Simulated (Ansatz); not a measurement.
Be4S4⁺, relaxed as a doublet with UKS PBE-D4/def2-SVP in Ansatz, starting from the GFN1-xTB geometry. Force threshold 0.02 eV/Å.

Another isomer (doublet) lies 0.90 eV lower at PBE0-D4/def2-TZVP; other spin states weren't run for this one.

Start:

Cartesian coordinates in Å:
```
Be 0.263 -1.654 1.721
Be -0.742 0.980 0.357
Be 1.284 -1.415 -0.982
Be -0.374 1.881 -1.818
S -0.795 -0.092 1.989
S 0.441 0.235 -1.344
S 1.379 -2.621 0.495
S -1.456 2.685 -0.418
```

```json
{"step": "1", "energy (eV)": "-44909.7603", "largest force component (eV/Å)": "1.170", "SCF passes": "24"}
{"step": "2", "energy (eV)": "-44910.0984", "largest force component (eV/Å)": "0.413", "SCF passes": "23"}
{"step": "3", "energy (eV)": "-44910.2397", "largest force component (eV/Å)": "0.434", "SCF passes": "29"}
{"step": "4", "energy (eV)": "-44910.2970", "largest force component (eV/Å)": "0.207", "SCF passes": "28"}
{"step": "5", "energy (eV)": "-44910.3509", "largest force component (eV/Å)": "0.453", "SCF passes": "27"}
{"step": "6", "energy (eV)": "-44910.4304", "largest force component (eV/Å)": "0.489", "SCF passes": "28"}
{"step": "7", "energy (eV)": "-44910.5148", "largest force component (eV/Å)": "0.364", "SCF passes": "29"}
{"step": "8", "energy (eV)": "-44910.5268", "largest force component (eV/Å)": "0.713", "SCF passes": "28"}
{"step": "9", "energy (eV)": "-44910.5772", "largest force component (eV/Å)": "0.276", "SCF passes": "28"}
{"step": "10", "energy (eV)": "-44910.5815", "largest force component (eV/Å)": "0.124", "SCF passes": "22"}
{"step": "11", "energy (eV)": "-44910.5883", "largest force component (eV/Å)": "0.033", "SCF passes": "22"}
{"step": "12", "energy (eV)": "-44910.5886", "largest force component (eV/Å)": "0.021", "SCF passes": "23"}
{"step": "13", "energy (eV)": "-44910.5888", "largest force component (eV/Å)": "0.013", "SCF passes": "23"}
```

Force components are those of the run's own axes.

End:

```xyz
8

Be    0.0272   -1.4344    1.4033
Be   -0.1273    1.1626    0.4196
Be    1.0825   -1.1409   -0.7976
Be   -0.5975    1.2701   -1.7236
S    -0.4542    0.2800    2.1907
S     1.2657    0.7659   -1.2369
S     0.6747   -2.7331    0.1587
S    -1.8712    1.8298   -0.4142
```

By distances, no bond broke or formed. The bond that changes most is Be4–S6, from 1.90 to 1.99 Å (atoms count from 1).

No frequencies were taken in this run, so the end may be a saddle point.

Run time 16 s (4 threads of Intel Xeon Platinum 8488C on a shared host).
